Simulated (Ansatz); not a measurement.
Z-matrix (Å, degrees):
```
Si
Ge 1 2.384
Cl 1 2.053 2 108.5
H 1 1.482 2 110.2 3 119.1
H 1 1.484 2 110.7 3 -119.0
Cl 2 2.162 1 106.3 3 -63.6
H 2 1.535 1 113.3 3 53.2
H 2 1.538 1 113.2 3 179.8
```

Total charge 0; spin multiplicity 1.

Q: List the r2SCAN/def2-TZVPP orbital energies in eV (Ansatz). (Estimate.)

A: Ansatz gave: Occupied: -10835.14, -2753.64, -2753.18, -1792.42, -1350.22, -1200.29, -1200.26, -1200.26, -255.03, -254.55, -193.58, -193.43, -193.43, -193.11, -192.94, -192.94, -168.40, -142.79, -118.17, -118.05, -118.04, -97.71, -97.63, -97.61, -31.45, -31.37, -31.36, -31.29, -31.27, -21.80, -21.11, -15.06, -13.46, -10.42, -10.20, -9.70, -9.60, -9.40, -8.33, -8.23, -7.79, -7.24. Lowest empty: -1.59, -1.10, -0.55, 0.53, 0.72, 0.93, 1.42, 3.51.
